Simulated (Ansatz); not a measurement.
Two isomers of C2H8BFSi: A = `B[SiH](C)CF`, B = `CB(C)[SiH2]F`.

Program: Ansatz. Geometries: PBE0-D4/def2-TZVP. ΔE: electronic, gas phase. CCSD(T)/CBS is the MP2 limit (def2-TZVPP, def2-QZVPP) plus CCSD(T) − MP2 in def2-TZVPP, frozen cores. DFT in def2-TZVPP. B3LYP here is the variant with VWN-RPA as its local correlation; programs differ in this. Each species was taken in one conformer, which may not be the lowest.

A:

```xyz
13

B    -1.733    0.957   -0.543
Si   -0.089   -0.194   -0.427
C    -0.131   -1.511    0.905
C     1.475    0.869   -0.227
F     1.410    1.567    0.983
H    -2.806    0.578   -0.171
H    -1.685    2.042   -1.046
H     0.027   -0.833   -1.780
H    -1.027   -2.129    0.813
H    -0.140   -1.049    1.895
H     0.742   -2.164    0.844
H     1.569    1.602   -1.034
H     2.388    0.264   -0.212
```

B:

```xyz
13

C     0.7624    0.7812   -1.2608
B     0.1856    0.0003   -0.0423
C     1.1222   -0.7858    0.9288
Si   -1.7994   -0.0122    0.3364
F    -2.6548    0.6944   -0.8335
H     0.8459    1.8244   -0.9121
H     1.7679    0.4744   -1.5618
H     0.1058    0.8245   -2.1324
H     2.1354   -0.3771    0.9855
H     0.7398   -0.9567    1.9378
H     1.2260   -1.7829    0.4698
H    -2.3273   -1.3999    0.4825
H    -2.1094    0.7152    1.6020
```

Question: Which isomer does CCSD(T)/CBS put lower? Give the gap. (Best estimate.)

Answer: Computed: B, by 63.2 kcal/mol.

Question: Give E(B) − E(A) in kcal/mol with MP2/def2-TZVPP, HF/def2-TZVPP, ωB97M-V, PBE0-D4, B3LYP-D4, CCSD(T)/def2-SVP, CCSD(T)/def2-TZVPP. (Estimate.)

Answer: Computed: MP2/def2-TZVPP -64.9, HF/def2-TZVPP -61.7, ωB97M-V -62.2, PBE0-D4 -62.1, B3LYP-D4 -62.1, CCSD(T)/def2-SVP -61.1, CCSD(T)/def2-TZVPP -62.3. None reverses the order clearly.

Question: Does the order hold for the free energy at 298.15 K (harmonic terms from PBE0-D4)? (An estimate is asked.)

Answer: Computed: Yes: G(B) − G(A) = -62.6 kcal/mol, for one conformer each. Modes under 60 cm⁻¹, often nearly free rotors, make the harmonic entropy too high.

Largest T1 diagnostic: 0.011.

From PBE to PBE0 (25 % exact exchange), in def2-TZVPP and without D4, E(B) − E(A) moves by −0.9 kcal/mol. Leaving LDA and LC-ωPBE aside and taking each functional with its dispersion term where it has one, the values, not all of them listed here, spread over 5.0 kcal/mol, from B97M-V to revPBE-D4. LDA lies −2.9 kcal/mol from PBE without D4.
